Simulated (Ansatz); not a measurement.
A structure relaxed at r2SCAN-D4/def2-TZVPD in Ansatz, charge -1, doublet:

```xyz
4

Li   -0.5547   -1.1670   -1.1528
Li   -0.6253   -0.4598    1.7456
Li    1.8037    0.2034   -0.3071
Al   -0.6237    1.4234   -0.2856
```

Give its formula.

the cluster Li3Al⁻.

Summarise the bond lengths by kind (pairs closer than 1.2 times the sum of covalent radii, bridged metal pairs left out).

3 × Al–Li 2.72 to 2.77 Å; 2 × Li–Li 2.86 to 2.98 Å.

The charge -1 doublet is spin-contaminated (final ⟨S²⟩ up to 1.39, 0.75 for a pure state). The highest occupied level of the charge -1 doublet lies above zero (up to 0.35 eV). Its loss leaves the charge 0 triplet, which lies 0.87 eV higher (vertical, at r2SCAN-D4/def2-TZVPD), but this difference is unsure: the triplet is doubtful (geometry relaxed on an unsound state). The structure comes from a short search, and lower isomers may exist.
